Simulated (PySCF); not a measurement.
C₇H₁₁ClSi.
Atom-mapped SMILES: `[CH3:1][CH2:2][C:3]#[C:4][Si:5]1([Cl:6])[CH2:7][CH2:8][CH2:9]1` (hydrogens: H10, H11, H12 on C1; H13, H14 on C2; H15, H16 on C7; H17, H18 on C8; H19, H20 on C9)

The closed-shell ground state was solved at several levels (PySCF, density fitting, gas phase, non-relativistic). The structure is a single PBE0-D3(BJ)/def2-SVP conformer in the gas phase; no vibrational or solvent corrections.

| level | basis functions | HOMO (eV) | LUMO (eV) | gap (eV) | dipole (D) |
| --- | --- | --- | --- | --- | --- |
| wB97X-D/def2-SVPD | 279 | -9.44 | 1.51 | 10.95 | 2.75 |
| PBE0/pcSseg-1 | 222 | -7.64 | -0.17 | 7.47 | 2.79 |

(1) Estimate the row for PBE/pcSseg-1, a basis of 222 functions; the other rows only guide the guess.

(2) Over all these levels, which gives the widest orbital gap and which the narrowest?

(3) How far do the dipole and the HOMO energy spread over the levels?

Answers

(1) HOMO -6.43 eV, LUMO -1.06 eV, gap 5.37 eV, dipole 2.69 D.

(2) wB97X-D/def2-SVPD (range-separated hybrid) has the widest, 10.95 eV, and PBE/pcSseg-1 (GGA) the narrowest, 5.37 eV. Functional and basis both differ between the two, so the spread mixes both effects.

(3) The dipole runs from 2.69 to 2.79 D (mean 2.74 D) and the HOMO from -9.44 to -6.43 eV.
